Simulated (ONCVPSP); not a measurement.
rhodium, ONCV: configuration errors across variants

| Item | Value |
| --- | --- |
| Element | Rh |
| Generator | ONCVPSP 4.0.1 |
| Type | optimised norm-conserving Vanderbilt (ONCV) |
| Functional | BLYP |
| Relativity | scalar-relativistic |
| Frozen core | [Ar] 3d10 |
| Valence charge | 17 |
| Reference configuration | 4s2 4p6 4d8 5s0.75 5p0.25 |
| Partial waves | 4s+5s: rc 1.40 bohr, ncon 4, nbas 8, qcut 6.9 1/bohr, 2 projectors; 4p+5p: rc 1.85 bohr, ncon 4, nbas 7, qcut 7.6 1/bohr, 2 projectors; 4d: rc 1.75 bohr, ncon 4, nbas 8, qcut 9.2 1/bohr, 2 projectors, debl 2.5 Ha |
| Local potential | polynomial inside 1.10 bohr (lpopt 4, dvloc0 4 Ha) |
| Core correction | none |

All-electron excitation energies from the reference (eV): (1) 4s2 4p6 4d8 5s1 5p0 -0.873; (2) 4s2 4p6 4d8 5s0 5p0 6.675; (3) 4s2 4p5 4d8 5s1 5p0 55.627.

Errors AE − PS in meV (a dash: test not solved or not reliable):

| change | (1) | (2) | (3) | bound ghosts | GHOST(+) flags above zero |
| --- | --- | --- | --- | --- | --- |
| base | +0.1 | -1.1 | -85 | none | none |
| all radii scaled by about 0.78 (s 1.10, p 1.44, d 1.36 bohr); local potential polynomial inside 0.86 bohr (lpopt 4, dvloc0 4 Ha) | +0.1 | -1.1 | -54 | none | none |
| all radii scaled by about 0.89 (s 1.24, p 1.64, d 1.56 bohr); local potential polynomial inside 0.98 bohr (lpopt 4, dvloc0 4 Ha) | +0.1 | -1.1 | -71 | none | none |
| all radii scaled by about 0.97 (s 1.36, p 1.78, d 1.70 bohr); local potential polynomial inside 1.06 bohr (lpopt 4, dvloc0 4 Ha) | +0.1 | -1.1 | -81 | none | s |
| all radii scaled by about 1.04 (s 1.46, p 1.92, d 1.82 bohr); local potential polynomial inside 1.14 bohr (lpopt 4, dvloc0 4 Ha) | +0.1 | -1.1 | -89 | none | none |
| all radii scaled by about 1.13 (s 1.58, p 2.10, d 1.98 bohr); local potential polynomial inside 1.24 bohr (lpopt 4, dvloc0 4 Ha) | +0.2 | -1.1 | -89 | none | none |
| all radii scaled by about 1.33 (s 1.86, p 2.46, d 2.32 bohr); local potential polynomial inside 1.46 bohr (lpopt 4, dvloc0 4 Ha) | +0.2 | -0.9 | -90 | none | none |

Question: Give the same row for: all radii scaled by about 1.21 (s 1.70, p 2.24, d 2.12 bohr); local potential polynomial inside 1.34 bohr (lpopt 4, dvloc0 4 Ha).

Answer: +0.2, -1.1, -86; bound ghosts: none; GHOST(+) flags above zero: none.
